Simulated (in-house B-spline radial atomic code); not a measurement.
A run on neutral tin (an excited or competing configuration) that did not converge. Method: scalar-relativistic (X2C) B97-1, spin-polarised, spherical fractional occupations, Fermi nucleus of rms radius 4.6519 fm; computed with an all-electron radial atomic-structure program (B-spline basis).

Command:
```bash
python run_scf.py task.json out
```
Settings (nuclear radius in fm, mass in u):
```
Z                50
configuration    [Kr] 4d10 5s1 5p2 5d1
hamiltonian      x2c
method           b97_1
spin_polarised   True
nucleus          fermi
rms_radius       4.6519
atomic_mass      119.9022
speed_of_light   137.035999084
```

First and last ten iterations of the last attempt (damped for 15 steps, keeping 80 % of the old Fock matrix, then DIIS):
```
 iter        energy (Eh)    residual
    1       -6173.970294    4.65e-01
    2       -6162.102542    1.45e-01
    3       -6162.588339    1.34e-01
    4       -6173.543666    2.43e-01
    5       -6174.810326    1.57e-01
    6       -6175.404222    9.77e-02
    7       -6175.674880    5.90e-02
    8       -6175.796523    3.97e-02
    9       -6175.851541    2.70e-02
   10       -6175.877197    1.88e-02
  111       -6175.903883    4.02e-05
  112       -6175.903883    2.66e-06
  113       -6175.903883    1.76e-06
  114       -6175.903883    1.49e-06
  115       -6175.903883    7.75e-07
  116       -6175.903883    9.76e-07
  117       -6175.903883    1.09e-06
  118       -6175.903883    1.04e-06
  119       -6175.903883    1.36e-06
  120       -6175.903883    1.55e-06
 not converged after 120 iterations
```

The smallest residual met was 7.7e-07; the threshold is about 5e-07. Over the last five steps the energy moves by less than 1e-08 hartree, but the orbitals didn't meet the threshold. Time taken, with all properties: 6.7 s on 1 thread of Arm Neoverse V1, with other jobs on the host.
